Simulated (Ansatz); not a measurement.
Isolated molecules relaxed with PBE0-D4/def2-TZVP in Ansatz; ΔE leaves out vibrations. CCSD(T)/CBS is the MP2 limit (def2-TZVPP, def2-QZVPP) plus CCSD(T) − MP2 in def2-TZVPP, frozen cores. This one scheme is used for every species. DFT in def2-TZVPP. B3LYP here is the variant with VWN-RPA as its local correlation; programs differ in this. For Ge outer-core shells are correlated without core-valence functions, which leaves a few kJ/mol of doubt a bond. Scalar relativity is left out up to krypton. Each species was taken in one conformer, which may not be the lowest.

`[CH3][AlH][SH]` + `C[B](F)[GeH3]` → `[CH3][AlH][B](F)[GeH3]` + CH₃SH  (formal exchange of groups at the Al–S bond)

(1) Is it downhill or uphill in electronic energy at CCSD(T)/CBS, and by how much? (An estimate is asked.)

(2) What do these levels give: PBE-D4, PBE0-D4, B3LYP-D4, ωB97X-V, ωB97M-V, B2PLYP, PBE, PBE0, B3LYP, HF/def2-TZVPP, MP2/def2-QZVPP, CCSD/CBS(def2)? (Estimate.)

Largest T1 diagnostic among the species: 0.013.

Answers

(1) Ansatz gave: Uphill: ΔE = +237.3 kJ/mol.

(2) The calculation gave: PBE-D4 229.3, PBE0-D4 235.6, B3LYP-D4 235.2, ωB97X-V 234.9, ωB97M-V 241.6, B2PLYP 240.7, PBE 229.9, PBE0 236.2, B3LYP 236.0, HF/def2-TZVPP 242.4, MP2/def2-QZVPP 248.2, CCSD/CBS(def2) 237.9 kJ/mol.

From PBE to PBE0 (25 % exact exchange), in def2-TZVPP and without D4, ΔE moves by +6.4 kJ/mol.
